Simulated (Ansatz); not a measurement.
CH₃O₂ (SMILES O=C[OH2+]), charge +1, singlet, geometry from GFN2-xTB; Ansatz (a quantum-chemistry and plane-wave program) with BLYP/aug-cc-pVDZ.

Here is a job for Ansatz.
Ansatz 0.2 input:
```yaml
crystal:
  periodic: [false, false, false]
  atoms:
    - {symbol: O, position_ang: [0.85180853, 0.78882730, 0.42093138]}
    - {symbol: C, position_ang: [0.51609906, -0.17301969, -0.10322713]}
    - {symbol: O, position_ang: [-0.99899517, -0.45113405, -0.17128614]}
    - {symbol: H, position_ang: [0.99829671, -1.03383660, -0.56557384]}
    - {symbol: H, position_ang: [-1.55883095, 0.30102772, 0.13733869]}
    - {symbol: H, position_ang: [-1.35856691, -0.93061903, -0.94956388]}
basis:
  gaussian:
    orbitals: aug-cc-pVDZ
hamiltonian:
  xc: blyp
total_charge: 1
accuracy: high
```

### Question
What does Ansatz print? Leave out banner, timings and long lists.

### Answer

```
Functional definition: BLYP
1910 factors; integrals over basis functions are off by at most 2.7e-9 eV
mean field evaluation 1: about -5154.0475 eV, gradient 9.8e1 eV
mean field evaluation 2: about -5094.0989 eV, gradient 1.9e2 eV
mean field evaluation 4: about -5168.9867 eV, gradient 3.1e1 eV
mean field evaluation 8: about -5170.6000 eV, gradient 4.0e-1 eV
mean field evaluation 16: about -5170.5967 eV, gradient 1.2e-5 eV
mean field -5170.59670094 eV, -190.0159240033 hartree, gradient 3.9e-8 eV, S^2 0.000000; 0 other end points of the search recorded, 0 dependent functions left out
reference -5170.59675850 eV, -190.0159261186 hartree; 12, 12 occupied and 84, 84 virtual orbitals, 1910 factors
Total energy: -5170.59675850 eV, -190.0159261186 hartree
```
